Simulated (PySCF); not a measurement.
A PySCF script (with the pyscf-properties extension) for the NMR shieldings of SMILES C=CC[C@@]1(C(=C)C)C[SiH2]1, C8H14Si, on a GFN2-xTB geometry:

```python
import basis_set_exchange as bse
import numpy as np
from pyscf import gto, dft
from pyscf.prop import nmr

atoms = """
C     2.759260    1.042386    0.297829
C     1.954094    0.297627   -0.435747
C     1.111545   -0.822101    0.088989
C    -0.350147   -0.587283   -0.275185
C    -0.907210    0.669735    0.278687
C    -1.536638    1.594586   -0.435413
C    -0.741723    0.839507    1.763597
C    -0.733843   -1.027727   -1.694023
Si   -1.507039   -2.102665   -0.362367
H     2.885929    0.871509    1.355113
H     3.335205    1.849055   -0.122978
H     1.845307    0.493489   -1.494413
H     1.239242   -0.909096    1.169330
H     1.441050   -1.762663   -0.362701
H    -1.943590    2.477542    0.027880
H    -1.655735    1.534131   -1.502336
H     0.276672    1.146800    1.997125
H    -1.418264    1.602515    2.139680
H    -0.944011   -0.097324    2.280865
H    -1.358600   -0.360450   -2.267855
H     0.079514   -1.410709   -2.295530
H    -0.930404   -3.410677   -0.102937
H    -2.905367   -1.901203   -0.037532
"""
names = dict.fromkeys(["C", "Si", "H"], "pcSseg-1")
basis = {el: gto.basis.parse(bse.get_basis(n, elements=[el], fmt="nwchem")) for el, n in names.items()}
mol = gto.M(atom=atoms, basis=basis, charge=0, verbose=0)
mf = dft.RKS(mol, xc="PBE0")
mf.grids.level = 2
mf.grids.alignment = dft.numint.BLKSIZE   # the property module wants whole blocks of grid points
mf.conv_tol = 1e-9
mf.kernel()

calc = nmr.RKS(mf)   # GIAO
C = mf.mo_coeff
Co = C[:, mf.mo_occ > 0]
resp = mf.gen_response(singlet=True, hermi=2)
def vind(x):   # induced exchange potential for any number of trial vectors
    d = np.einsum("pi,xij,qj->xpq", C, 2 * x.reshape(-1, C.shape[1], Co.shape[1]), Co, optimize=True)
    return np.einsum("xpq,pi,qj->xij", resp(d - d.transpose(0, 2, 1)), C, Co, optimize=True).ravel()
mo1, _ = nmr.rhf.solve_mo1(calc, with_cphf=vind)
sigma = calc.kernel(mo1)
for i, s in enumerate(sigma):   # ppm
    w = np.linalg.eigvalsh((s + s.T) / 2)
    print("%2d %-2s iso %8.1f  s11 %8.1f  s22 %8.1f  s33 %8.1f" % (i, mol.atom_pure_symbol(i), w.mean(), *w))
```

Problem. What does it print?

Solution. 
```
 0 C  iso     66.1  s11    -46.4  s22     86.9  s33    157.9
 1 C  iso     40.9  s11    -81.8  s22     44.9  s33    159.7
 2 C  iso    142.7  s11    131.2  s22    138.2  s33    158.6
 3 C  iso    155.1  s11    129.1  s22    148.6  s33    187.5
 4 C  iso     33.4  s11    -87.0  s22     29.0  s33    158.2
 5 C  iso     73.8  s11    -29.3  s22     95.1  s33    155.7
 6 C  iso    159.5  s11    138.0  s22    154.4  s33    186.0
 7 C  iso    178.8  s11    149.0  s22    189.8  s33    197.6
 8 Si iso    478.2  s11    364.4  s22    411.0  s33    659.1
 9 H  iso     26.4  s11     22.3  s22     25.8  s33     31.0
10 H  iso     26.4  s11     23.1  s22     25.2  s33     31.0
11 H  iso     25.6  s11     21.8  s22     24.5  s33     30.5
12 H  iso     28.9  s11     25.8  s22     27.8  s33     33.2
13 H  iso     29.9  s11     25.1  s22     29.9  s33     34.9
14 H  iso     26.8  s11     24.1  s22     24.9  s33     31.4
15 H  iso     26.9  s11     23.8  s22     24.4  s33     32.6
16 H  iso     29.4  s11     24.8  s22     29.4  s33     34.0
17 H  iso     29.7  s11     25.5  s22     27.9  s33     35.8
18 H  iso     30.0  s11     25.6  s22     29.7  s33     34.7
19 H  iso     30.3  s11     24.6  s22     27.8  s33     38.5
20 H  iso     31.0  s11     25.7  s22     27.8  s33     39.5
21 H  iso     29.0  s11     23.6  s22     26.8  s33     36.5
22 H  iso     29.3  s11     24.0  s22     27.3  s33     36.5
```

These numbers come from an equivalent density-fitted implementation of the same equations, which agrees with the script to about 0.01 ppm for H and up to a few tenths of a ppm for heavy atoms, so last digits may differ.

Problem. Turn these shieldings into chemical shifts. Scale: TMS for ¹³C (σ = 186.93 ppm), ²⁹Si (σ = 349.16 ppm), ¹H (σ = 31.72 ppm) (reference shieldings calculated alike).

Solution. Averaging equivalent atoms: C 4: 153.5; C 1: 146.0; C 0: 120.8; C 5: 113.1; C 2: 44.3; C 3: 31.8; C 6: 27.5; C 7: 8.1; Si 8: -129.0; H 11: 6.12; H 9: 5.36; H 10: 5.28; H 14: 4.94; H 15: 4.79; H 12: 2.82; H 21: 2.74; H 22: 2.44; H 16/17/18: 2.02; H 13: 1.77; H 19: 1.42; H 20: 0.70 ppm. 

Size and cost of the density-fitted run: 230 basis functions, 94 s wall time on 1 thread of an Arm Neoverse N1, shared host; peak memory 1.1 GiB.
